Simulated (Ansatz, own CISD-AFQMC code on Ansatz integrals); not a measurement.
H5B2N, SMILES `BBN` (charge 0, multiplicity 1).

Z-matrix (Å, degrees):
```
B
N 1 1.3907
H 2 1.0055 1 124.01
H 2 1.0057 3 113.13 1 -179.99
H 1 1.2104 2 116.11 3 -179.98
B 1 1.6636 5 114.97 2 179.99
H 6 1.2010 1 122.18 5 86.95
H 6 1.2010 7 115.38 1 174.31
```
Charge 0, multiplicity 1.

Frozen-core correlation energies in cc-pVDZ at a geometry from PBE0-D3(BJ)/def2-TZVP, on an HF energy of -106.73651 Ha (<S^2> = 0.00). Wave-function levels are from Ansatz, the walk from an own CISD-AFQMC code on Ansatz integrals (time step 0.005/Ha, trial state from CCSD amplitudes, largest double 0.05).

```
level    correlation energy (mHa)
-------  ------------------------
MP2                        -337.6
CCSD                       -380.2
CCSD(T)                    -390.0
```

Question: What correlation energy does phaseless AFQMC give, and where does it lie among these levels?

Answer: -391.2 ± 0.3 mHa (one standard error). AFQMC minus each level: MP2 -53.6 mHa, CCSD -11.0 mHa, CCSD(T) -1.2 mHa.
